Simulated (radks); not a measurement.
The numbers below are computed, except where a source is named.
Initial-state core-level shifts of the krypton ion Kr3+ when its valence configuration changes from [Ar] 3d10 4s2 4p3. Code: a radial shooting solver on a logarithmic mesh with Libxc functionals. Model: scalar-relativistic Kohn-Sham, LDA (Slater exchange, Perdew-Wang correlation), spin-unpolarised, spherical densities, point nucleus. Shifts are changes of the shell-averaged eigenvalues in eV (positive: less bound).

valence,2s,2p,3s,3p
3d10 4s1.5 4p3.5,-0.739,-0.730,-0.745,-0.740
3d10 4s1 4p4,-1.469,-1.450,-1.483,-1.472
3d9 4s2 4p4,-19.501,-19.370,-14.631,-14.433
3d10 4p5,-2.904,-2.865,-2.934,-2.913
3d9 4s1 4p5,-20.883,-20.729,-16.020,-15.813
3d8 4s1 4p6,-41.231,-40.947,-30.793,-30.414
3d9.5 4s1 4p4.5,-11.057,-10.971,-8.720,-8.608
3d8 4s2 4p5,-39.934,-39.675,-29.490,-29.121
3d8.5 4s2 4p4.5,-29.603,-29.407,-22.034,-21.747
